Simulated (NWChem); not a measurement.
GeNH₃S, singlet; SMILES [NH2][Ge][SH]

```xyz
6

Ge    -0.4378    -0.5268     0.0031
N      1.2534    -1.1893     0.0002
H      1.4195    -2.1898    -0.0016
H      2.1167    -0.6543     0.0002
S      0.1990     1.6456     0.0051
H     -1.0684     2.1098     0.0074
```
Atoms are numbered in this order, from 1.

Computed with NWChem. Pople sets run with spherical d functions. Low-valent species are run as closed-shell singlets; no triplet was tried in these runs. Coordinates come from a PBE0/def2-SVP optimisation. B3LYP is NWChem's, with the RPA form of VWN correlation. GIAO values for the isolated, static molecule; σ is the absolute isotropic shielding, δ = σ(reference) − σ with the isolated reference molecule computed at the same levels (1H: tetramethylsilane, 15N: ammonia).

```csv
level,σ Ge1 (ppm),δ N2 (ppm),δ H3 (ppm),δ H4 (ppm),σ S5 (ppm),δ H6 (ppm)
B3LYP/6-311G**,798.8,153.7,4.87,5.03,395.7,2.72
B3LYP/6-31G*,…,…,…,…,…,…
PBE/pcSseg-1,792.2,157.5,5.01,5.29,394.8,2.87
```

**Question.** Some entries are withheld; supply them.

**Answer.** 
- B3LYP/6-31G*, σ Ge1 (ppm): 1097.6
- B3LYP/6-31G*, δ N2 (ppm): 139.0
- B3LYP/6-31G*, δ H3 (ppm): 4.46
- B3LYP/6-31G*, δ H4 (ppm): 4.72
- B3LYP/6-31G*, σ S5 (ppm): 426.8
- B3LYP/6-31G*, δ H6 (ppm): 2.31
